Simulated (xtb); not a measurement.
xtb input:

```bash
xtb mol.xyz --gfn 2 --sp --chrg -1 --uhf 0
```
mol.xyz:
```
6

Si    -0.65615946     0.16943735     0.08108725
N      1.13965194    -0.06476023    -0.26953305
H     -1.18168396    -0.97576100    -0.81447787
H     -0.83999124    -0.68297338     1.37798810
H      1.68890625     0.68108461     0.14004556
H      1.54143775    -0.94115151     0.04795403
```

**Question.** Which total energy does the run end on?

**Answer.** -6.78773 Eh (GFN2-xTB).

It need not be the lowest isomer of its formula. Whether it binds its extra electron was not tested at this geometry.
